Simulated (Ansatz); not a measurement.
A structure relaxed at r2SCAN-D4/def2-SVP in Ansatz, charge 0, singlet:

```xyz
18

B     1.016    2.077   -0.715
B    -4.782   -0.626    2.825
B     0.101    0.230    0.880
B    -7.223   -0.871    3.731
B    -2.374   -0.191    1.868
B     3.318   -1.623   -1.855
B     2.356    2.041   -2.712
B     1.943   -1.446    0.111
B     3.466    0.125   -3.347
N     1.631    2.619   -1.770
N    -5.992   -0.883    3.319
N     1.086   -0.798    0.858
N    -3.597   -0.397    2.349
N     2.851   -2.019   -0.683
N     3.779   -1.117   -2.995
N    -1.187    0.011    1.394
N     3.124    1.387   -3.579
N     0.484    1.482    0.322
```

Task: Give its formula.

Result: the cluster B₉N₉.

Task: Summarise the bond lengths by kind (pairs closer than 1.2 times the sum of covalent radii, bridged metal pairs left out).

Result: 18 × B–N 1.29 to 1.42 Å.

Another isomer (singlet) lies 7.28 eV lower at PBE0-D4/def2-TZVP; other spin states weren't run for this one.
